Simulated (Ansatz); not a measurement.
Stepwise reaction of `[NH2][Zr]([NH2])([Cl])[Cl]` with hydrogen fluoride, as a gas-phase model of exchange steps in deposition or etching. ΔE in kJ/mol; ΔG adds harmonic PBE0-D4 terms to CCSD(T)/CBS, at 1 bar.

Isolated molecules relaxed with PBE0-D4/def2-TZVP in Ansatz; ΔE leaves out vibrations. CCSD(T)/CBS adds triple-zeta CCSD(T) − MP2 to the extrapolated MP2 energy (def2 sets, frozen cores). This one scheme is used for every species. Functionals use def2-TZVPP. B3LYP here is the variant with VWN-RPA as its local correlation; programs differ in this. def2 core potentials past Kr. For Zr outer-core shells are correlated without core-valence functions, which leaves a few kJ/mol of doubt a bond. Each species was taken in one conformer, which may not be the lowest.

| step | reaction | PBE-D4 | B3LYP-D4 | ωB97M-V | CCSD(T)/CBS | ΔG(500 K) |
| --- | --- | --- | --- | --- | --- | --- |
| 1 | `[NH2][Zr]([NH2])([Cl])[Cl]` + H–F → `[NH2][Zr]([F])([Cl])[Cl]` + NH₃ | -113.6 | -113.7 | -115.3 | -105.0 | -102.2 |

Problem. Give the row of step 2, `[NH2][Zr]([F])([Cl])[Cl]` + H–F → `[F][Zr]([F])([Cl])[Cl]` + NH₃. (An estimate is asked.)

Solution. Ansatz gave: 
```
step                                                           reaction  PBE-D4  B3LYP-D4  ωB97M-V  CCSD(T)/CBS  ΔG(500 K)
   2  `[NH2][Zr]([F])([Cl])[Cl]` + H–F → `[F][Zr]([F])([Cl])[Cl]` + NH₃  -107.8    -107.4   -108.6        -99.1      -89.3
```

Problem. By hand: ΔE of the 2 steps together at CCSD(T)/CBS.

Solution. (-105.0) + (-99.1) = -204.1 kJ/mol, or -102.0 kJ/mol a step.

In ΔE each step is higher than the one before. All are downhill at CCSD(T)/CBS. ΔG lies between -102.2 and -89.3 kJ/mol a step. PBE-D4 differs from CCSD(T)/CBS by -8.7 to -8.6 kJ/mol a step. Isolated molecules leave out the surface, adducts and barriers. Largest T1 diagnostic: 0.017.
